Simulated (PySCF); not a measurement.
## Al2Se at several levels of theory

All levels use the PBE0 minimum (singlet; Se–Al 2.372 Å (×2); Al–Se–Al 114.5°), basis [Se def2-TZVP, Al def2-TZVP], no relativity, density fitting, no spin–orbit coupling, PySCF. For vertical energies the ionised species is a doublet (spins chosen at PBE0 and kept) and the electron-attached one a doublet. Atomisation goes to high-spin ground-configuration atoms, without zero-point energy. Open shells are unrestricted, also as the reference of the correlated levels. A dash marks a value that was not computed or is not defined at that level.

```xyz
3
charge 0 multiplicity 1, angstrom
Se   -0.0176   -0.5169    0.0000
Al    0.0261    0.7655    1.9949
Al    0.0261    0.7655   -1.9949
```

```csv
level,atomisation (kJ/mol),vertical IP (eV),vertical EA (eV),−ε(HOMO) (eV),gap (eV),dipole (D)
PBE0,?,?,?,?,?,?
HF,465,7.22,-0.25,7.90,8.49,1.14
MP2,?,?,?,–,–,–
PBE,701,7.66,0.61,5.25,2.60,1.05
```

(1) Fill in the row of PBE0.

(2) Fill in the row of MP2.

## Answers

(1) atomisation (kJ/mol) 683, vertical IP (eV) 7.79, vertical EA (eV) 0.56, −ε(HOMO) (eV) 6.09, gap (eV) 4.11, dipole (D) 1.13.

(2) atomisation (kJ/mol) 696, vertical IP (eV) 7.96, vertical EA (eV) 0.27.

Spin contamination in at least one species weakens the values at: HF, MP2.

Without diffuse functions attachment energies tend to come out too low.
